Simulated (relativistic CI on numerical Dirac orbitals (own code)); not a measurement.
## Sn+: calculation against measurement

Calculated at this level of theory: Dirac-Coulomb-Breit CI, KLI orbitals optimised for each configuration, model QED (radiative potential, 1s self-energy scaled to tabulated hydrogen-like ionisation energies), valence Slater integrals scaled by 0.85, P86 correlation energy added to each configuration (own radial code, finite nucleus).

CI space (outside the closed core [Kr] 4d10): 5s²5p, 5s5p², 5s²6s, 5s²5d, 5s²6p, 5s²4f, 5s²6d, 5p³, 5s5p5d, 5s²7s, 5s²7p, 5s²5f, 5s²7d, 5s²5g, 5s²6f, 5s²7f. Levels of other configurations are missing.

```csv
Configuration,Term (tabulated),J,Measured (cm⁻¹),Computed,Error,Purity (%)
5s²5p,2P°,1/2,0.0,0,0,97
5s²5p,2P°,3/2,4251.5,3948,-303,97
5s5p²,4P,1/2,46464.3,42506,-3958,99
5s5p²,4P,3/2,48368.2,44249,-4119,100
5s5p²,4P,5/2,50730.3,46633,-4097,98
5s²6s,2S,1/2,56886.4,62014,5128,99
5s5p²,2D,3/2,58844.2,59501,657,67
5s5p²,2D,5/2,59463.5,60070,606,64
5s²5d,2D,3/2,71406.1,76413,5007,68
5s²6p,2P°,1/2,71494.3,76045,4551,100
5s²5d,2D,5/2,72048.3,76974,4926,67
5s²6p,2P°,3/2,72377.4,76882,4505,100
5s²4f,2F°,7/2,89288.2,95830,6542,99
5s²4f,2F°,5/2,89294.1,95839,6545,99
5s²6d,2D,3/2,90241.6,95333,5091,96
5s²6d,2D,5/2,90351.9,95439,5087,96
```

Measured levels from NIST Handbook of Basic Atomic Spectroscopic Data (Sansonetti and Martin, J. Phys. Chem. Ref. Data 34, 1559 (2005)); pairs were made by configuration, J and term (by order where the table uses no LS term), so strongly mixed levels may be paired wrongly.

Mean error by configuration (cm⁻¹): 5s²5p -303; 5s5p² -2182; 5s²6s 5128; 5s²5d 4966; 5s²6p 4528; 5s²4f 6543; 5s²6d 5089. Over the excited levels the mean absolute error is 4075 cm⁻¹ (15 of the 15 excited levels that our extract of the source holds in range could be paired), and the median relative error of those above 1,000 cm⁻¹ is 7 %.

Transition probabilities of persistent lines. The last column rescales the computed rate by the cube of measured over computed energy:

| λ measured (Å) | Lower | Upper | A tabulated (s⁻¹) | A computed | A rescaled |
| --- | --- | --- | --- | --- | --- |
| 1400.44 vacuum | 5s²5p ²P°1/2 | 5s²5d ²D3/2 | 1.75e+09 | 2.77e+09 | 2.26e+09 |
| 1475.00 vacuum | 5s²5p ²P°3/2 | 5s²5d ²D5/2 | 1.95e+09 | 2.76e+09 | 2.21e+09 |
| 1899.88 vacuum | 5s²5p ²P°3/2 | 5s²6s ²S1/2 | 5.90e+08 | 7.48e+08 | 5.57e+08 |
| 2368.23 air | 5s²5p ²P°3/2 | 5s5p² ⁴P1/2 | 4.40e+05 | 8.98e+05 | 1.18e+06 |
| 3283.14 air | 5s5p² ²D3/2 | 5s²4f ²F°5/2 | 1.00e+08 | 1.86e+08 | 1.10e+08 |
| 3351.95 air | 5s5p² ²D5/2 | 5s²4f ²F°7/2 | 1.00e+08 | 2.12e+08 | 1.23e+08 |
| 5561.91 air | 5s²6p ²P°3/2 | 5s²6d ²D5/2 | 1.20e+08 | 1.12e+08 | 1.02e+08 |
| 5588.81 air | 5s²5d ²D3/2 | 5s²4f ²F°5/2 | 8.50e+07 | 1.48e+08 | 1.15e+08 |
| 5798.86 air | 5s²5d ²D5/2 | 5s²4f ²F°7/2 | 8.10e+07 | 1.47e+08 | 1.12e+08 |
| 6453.54 air | 5s²6s ²S1/2 | 5s²6p ²P°3/2 | 1.20e+08 | 7.67e+07 | 8.68e+07 |
